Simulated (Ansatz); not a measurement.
`[SiH3][N]([SiH3])[AlH][SH]`. Charge 0, multiplicity 1.

Cartesian coordinates in Å:
```
Si 1.0430 -1.1507 -0.0610
N -0.0511 0.1829 0.1326
Si 0.2441 1.2542 1.4693
Al -1.4577 0.4445 -0.9474
S -1.7732 -0.8696 -2.6595
H 0.4114 -2.4439 0.3155
H 1.4973 -1.2654 -1.4745
H 2.2298 -0.9274 0.8080
H 0.2695 0.5091 2.7574
H -0.8468 2.2628 1.5126
H 1.5483 1.9543 1.3214
H -2.4882 1.6011 -0.6806
H -0.6264 -1.5520 -2.4938
```

Give the diagnostics of a CCSD(T)/def2-TZVPP run (frozen core, Ansatz 0.2.0). (Best estimate.)

The calculation gave: T1 = 0.0120, largest single amplitude 0.022, largest double 0.018, (T) share of the correlation energy 3.8 %, 9 CCSD cycles. The RHF solution is stable towards an unrestricted one. T1 lies under the customary mark of 0.02 for closed shells.
